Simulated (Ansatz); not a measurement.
CHF, SMILES `[CH]F` (excited triplet) (charge 0, multiplicity 3). This triplet is an excited state, 0.66 eV above the relaxed singlet at the level composite: frozen-core CCSD(T) with HF/cc-pVQZ and the correlation energy extrapolated as X^-3 from cc-pVTZ and cc-pVQZ, plus CCSDT(Q) minus CCSD(T) in cc-pVDZ // PBE0-D3(BJ)/def2-TZVP (Ansatz, a program for electronic structure).

These are frozen-core CCSD(T)/cc-pVTZ // PBE0-D3(BJ)/def2-TZVP run with Ansatz values and carry that method's errors.

Ansatz 0.2 input:
```yaml
crystal:
  periodic: [false, false, false]
  atoms:
    - { symbol: C, position_ang: [-0.099754, 0.380015, 0.0] }
    - { symbol: F, position_ang: [1.096043, -0.142136, -0.000004] }
    - { symbol: H, position_ang: [-0.996289, -0.23788, 0.000004] }
basis:
  gaussian: { orbitals: cc-pVTZ }
correlation:
  method: ccsd_t
magnetization:
  spin_polarized: true
  initial_magnetization: 2
```

Output:

```
Functional definition: HF
448 factors; integrals over basis functions are off by at most 1.1e-3 eV
mean field evaluation 1: about -3748.9151 eV, gradient 1.2e1 eV
mean field evaluation 2: about -3748.9201 eV, gradient 1.2e1 eV
mean field evaluation 4: about -3750.1844 eV, gradient 3.1e0 eV
mean field evaluation 8: about -3750.3066 eV, gradient 1.9e-1 eV
mean field evaluation 16: about -3750.2675 eV, gradient 1.3e0 eV
mean field -3750.30709904 eV, -137.8212438401 hartree, gradient 2.1e-6 eV, S^2 2.009811; 0 other end points of the search recorded, 0 dependent functions left out
2 core orbitals not correlated
reference -3750.30709904 eV, -137.8212438401 hartree; 7, 5 occupied and 65, 67 virtual orbitals, 448 factors
second order -9.78430327 eV of doubles, -0.00000000 eV of singles
cycle   1  -9.85346871 eV  change   -6.9e-2 eV  update   6.9e-2
cycle   2  -10.08870726 eV  change   -2.4e-1 eV  update   2.2e-2
cycle   3  -10.16118479 eV  change   -7.2e-2 eV  update   1.6e-2
cycle   4  -10.15243793 eV  change    8.7e-3 eV  update   5.5e-3
cycle   5  -10.15431503 eV  change   -1.9e-3 eV  update   2.4e-3
cycle   6  -10.15513655 eV  change   -8.2e-4 eV  update   6.8e-4
cycle   7  -10.15494629 eV  change    1.9e-4 eV  update   2.9e-4
cycle   8  -10.15497826 eV  change   -3.2e-5 eV  update   1.1e-4
cycle   9  -10.15498515 eV  change   -6.9e-6 eV  update   3.7e-5
cycle  10  -10.15496803 eV  change    1.7e-5 eV  update   1.4e-5
cycle  11  -10.15498092 eV  change   -1.3e-5 eV  update   6.1e-6
perturbative correction -0.31337162 eV, -0.0115161946 hartree
Total energy: -3760.77545157 eV, -138.2059487002 hartree
```
